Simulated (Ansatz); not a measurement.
CH4FNOSi, SMILES `O/C(F)=N/[SiH3]` at its PBE0-D4/def2-TZVP geometry, where that method's forces vanish. The species carries charge 0 and has multiplicity 1.

```xyz
9

O    -2.1048   -1.1818    0.4716
C    -1.1294   -0.2940    0.3425
F    -1.5808    0.8632    0.8146
N    -0.0011   -0.4981   -0.1305
Si    1.3398    0.5682   -0.3486
H    -1.7633   -2.0156    0.1254
H     1.6701    0.5916   -1.7951
H     2.4903    0.0096    0.4038
H     1.0793    1.9569    0.1163
```

Task: What forces (eV/Å) does r2SCAN-D4/def2-TZVPP give on these atoms in Ansatz? (Best estimate.)

Result: Computed: 
```
O1  -0.298 -0.163  0.068
C2   0.102 -0.114 -0.068
F3  -0.177  0.350  0.158
N4   0.357 -0.049 -0.146
Si5 -0.004 -0.013 -0.002
H6   0.018 -0.021 -0.012
H7   0.005  0.006  0.033
H8  -0.015  0.021 -0.022
H9   0.012 -0.018 -0.009
```
